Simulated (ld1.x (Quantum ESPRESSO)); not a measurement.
**neodymium: variants of one TM semilocal potential**

Base potential:

* Element: neodymium (Nd)
* Generator: ld1.x (Quantum ESPRESSO) 7.5
* Type: norm-conserving Troullier–Martins (semilocal form)
* Functional: PBE
* Relativity: scalar-relativistic
* Frozen core: [Kr] 4d10
* Valence charge: 14
* Reference configuration: 4f3 5s2 5p6 5d0 6s0 6p0 (charge +3)
* Partial waves: 5s (bound): rc 2.55 bohr; 5p (bound): rc 1.60 bohr; 5d (bound, empty): rc 2.20 bohr; 4f (bound): rc 1.35 bohr
* Local potential: the f channel
* Core correction: a·sin(br)/r model core, default radius (core density twice the valence density)

Cutoffs, loose and tight: the cutoffs (Ry, on a coarse ladder) from which the occupation-weighted sum of valence levels, in a spherical-Bessel basis at the reference potential, stays within 10 and 1 mRy of its value at 400 Ry. They do not see the model core or the augmentation charge, which bear on the density cutoff. Test errors are all-electron minus pseudo excitation energies from the reference, over the configurations 4f4 5s2 5p6 5d0 6s2 6p0; 4f4 5s2 5p6 5d0 6s1 6p0; 4f4 5s2 5p6 5d0 6s0 6p0; 4f4 5s2 5p5 5d0 6s2 6p0; 4f3 5s2 5p6 5d1 6s2 6p0; 4f5 5s2 5p6 5d0 6s0 6p0; 4f2 5s2 5p6 5d0 6s0 6p0. A dash means not determined; rows that change the core or the reference have their own tests. The largest error is taken over the tests solved by every variant that gives reliable tests at all: 4f2 5s2 5p6 5d0 6s0 6p0; 4f4 5s2 5p5 5d0 6s2 6p0; 4f4 5s2 5p6 5d0 6s0 6p0; 4f4 5s2 5p6 5d0 6s1 6p0.

A true bound ghost makes a file unfit for plane-wave use even where its test errors are small: the radial tests pick states by their node count and pass the ghost by. Where a test does run into it, the solver fails or the error is huge.

A semilocal file is local in each channel, so a ghost entry of none says nothing of the separable form that plane-wave codes build from it.

| change | outcome | cutoff, loose | cutoff, tight | bound ghosts | largest test error (meV) |
| --- | --- | --- | --- | --- | --- |
| base | generated | 180 Ry | 230 Ry | none | +3346 |
| all radii but the core radius scaled by about 0.77 (s 1.98, p 1.24, d 1.70, f 1.04 bohr) | generated | 300 Ry | over 300 Ry | none | +572 |
| all radii but the core radius scaled by about 0.83 (s 2.12, p 1.34, d 1.84, f 1.12 bohr) | generated | 260 Ry | 300 Ry | none | +1054 |
| all radii but the core radius scaled by about 0.93 (s 2.36, p 1.48, d 2.04, f 1.26 bohr) | generated | 200 Ry | 230 Ry | none | +2180 |
| all radii but the core radius scaled by about 1.09 (s 2.78, p 1.74, d 2.40, f 1.46 bohr) | generated | 160 Ry | 200 Ry | none | +5148 |
| all radii but the core radius scaled by about 1.19 (s 3.04, p 1.90, d 2.62, f 1.60 bohr) | generated | 140 Ry | 160 Ry | none | +6556 |
| all radii but the core radius scaled by about 1.31 (s 3.34, p 2.10, d 2.88, f 1.76 bohr) | generated | 120 Ry | 160 Ry | s | +8058 |
| all radii but the core radius scaled by about 1.38 (s 3.52, p 2.22, d 3.04, f 1.86 bohr) | generated | 110 Ry | 140 Ry | s | +8629 |

Reading the sweep of the scale of all radii but the core radius (base = 1) (base included, trends over the rows without a ghost): The loose cutoff falls from 300 Ry at 0.77 to 140 Ry at 1.19. A larger radius leaves more room for a smooth pseudo-wave, so fewer plane waves are needed; a smaller one forces it to follow the all-electron wave where it bends sharply. Bound ghosts are found at 1.31, 1.38.
